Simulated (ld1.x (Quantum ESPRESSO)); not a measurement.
**Ir: one change to an RRKJ potential, before and after**

Ir, norm-conserving RRKJ (Kleinman–Bylander form), made with ld1.x (Quantum ESPRESSO) 7.5 (PBE, fully relativistic). Core [Xe] 4f14, reference 5d7 6s2 6p0. Waves: 6p (bound, empty): rc 3.80 bohr; 5d (bound): rc 2.25 bohr; 6s (bound): rc 1.95 bohr. Local part: the s channel. Core correction: none. rho0 = 0.02.

Open shells are filled in proportion to 2j + 1 (rel_dist='average').

All-electron outer shells of the reference configuration (PBE, scalar-relativistic, ld1.x):

| shell | level (eV) | outermost node (bohr) | outermost maximum (bohr) |
| --- | --- | --- | --- |
| 4f | -62.19 | – | 0.39 |
| 5p | -54.70 | 0.54 | 1.01 |
| 5d | -7.15 | 0.59 | 1.29 |
| 6s | -6.33 | 1.17 | 2.38 |
| 6p | -1.22 | 1.39 | 3.47 |

Change: all radii scaled by about 1.28 (s 2.50, p 4.88, d 2.90 bohr).

Cutoffs: the cutoffs (Ry, on a coarse ladder) from which the occupation-weighted sum of valence levels, in a spherical-Bessel basis at the reference potential, stays within 10 and 1 mRy of its value at 400 Ry; they do not see the model core or the augmentation charge, which bear on the density cutoff. Errors are all-electron minus pseudo energies relative to the spin-unpolarised reference configuration.

Problem. What does the change do?

Solution. The potential gets softer (35 Ry and 45 Ry → 21 Ry and 30 Ry); of the 7 tests that both files solve, the error grows in 4 and shrinks in 3 by more than 15 % and 0.3 meV (median size 14.7 → 28.8 meV); neither file shows a bound ghost. A larger radius leaves more room for a smooth pseudo-wave, so fewer plane waves are needed.

```tsv
quantity	base	changed
cutoff, loose	35 Ry	21 Ry
cutoff, tight	45 Ry	30 Ry
loose cutoff by channel (10 mRy a level)	d 30 Ry, s 18 Ry	d 18 Ry, s 8 Ry
bound ghosts	none	none
error for 5d7 6s1 6p0, meV [ΔE 9.89 eV]	+8.1	+2.8
error for 5d7 6s0 6p0, meV [ΔE 27.36 eV]	+52	-2.8
error for 5d6 6s0 6p0, meV [ΔE 57.90 eV]	+14	-75
error for 5d6 6s2 6p1, meV [ΔE 7.10 eV]	-49	+64
error for 5d6 6s2 6p0, meV [ΔE 12.20 eV]	-15	+31
error for 5d8 6s1 6p0, meV [ΔE -0.35 eV]	-25	+29
error for 5d7 6s1.5 6p0, meV [ΔE 4.04 eV]	+1.5	+0.9
```
